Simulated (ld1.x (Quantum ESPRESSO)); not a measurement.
gallium: one change to an ultrasoft potential, before and after

- Element: gallium
- Generator: ld1.x (Quantum ESPRESSO) 7.5
- Type: ultrasoft
- Functional: revPBE
- Relativity: scalar-relativistic
- Frozen core: [Ar] 3d10
- Valence charge: 3
- Reference configuration: 4s2 4p0 (charge +1)
- Partial waves: 4s (bound): rcut 1.55, rcutus 1.70 bohr; 4s channel at 0.25 Ry: rcut 1.55, rcutus 1.70 bohr; 4p (bound, empty): rcut 2.10, rcutus 2.50 bohr; 4p channel at 0.7 Ry: rcut 2.10, rcutus 2.50 bohr
- Local potential: all-electron potential smoothed inside 1.70 bohr (lloc = -1)
- Core correction: none
- Augmentation charge: PSQ, inside the norm-conserving radii

Change: waves 4s (bound): rcut 1.55, rcutus 1.68 bohr; 4s channel at 0.25 Ry: rcut 1.55, rcutus 1.68 bohr.

Cutoffs: the cutoffs (Ry, on a coarse ladder) from which the occupation-weighted sum of valence levels, in a spherical-Bessel basis at the reference potential, stays within 10 and 1 mRy of its value at 400 Ry; they do not see the model core or the augmentation charge, which bear on the density cutoff. Errors are all-electron minus pseudo energies relative to the spin-unpolarised reference configuration.

**Question.** What does the change do?

**Answer.** The potential gets harder (10 Ry and 15 Ry → 12 Ry and 15 Ry); the errors of the 7 common tests hardly move; the range in which the s phases agree narrows (upper end at the end of the scan → 2.6); neither file shows a bound ghost. A smaller radius makes the pseudo-wave follow the all-electron one further in, where it bends more sharply, so more plane waves are needed.

```tsv
quantity	base	changed
cutoff, loose	10 Ry	12 Ry
cutoff, tight	15 Ry	15 Ry
bound ghosts	none	none
error for 4s2 4p1, meV [ΔE -5.62 eV]	+19	+18
error for 4s1 4p0, meV [ΔE 20.98 eV]	+15	+15
error for 4s2 4p0.5, meV [ΔE -3.62 eV]	+6.1	+6.0
error for 4s1 4p2, meV [ΔE 0.89 eV]	+75	+73
error for 4s1 4p1, meV [ΔE 7.35 eV]	+28	+27
error for 4s2 4p1.3, meV [ΔE -6.14 eV]	+27	+26
error for 4s0 4p3, meV [ΔE 7.68 eV]	+222	+218
s: phases at 2.71 bohr within 0.05 rad from the reference energy up to (Ry; the scan ends near 5)	to the end of the scan	2.6
p: phases at 2.71 bohr within 0.05 rad from the reference energy up to (Ry; the scan ends near 5)	3.1	3.1
lowest overlap eigenvalue by channel	s 0.45, p 0.63	s 0.47, p 0.63
```
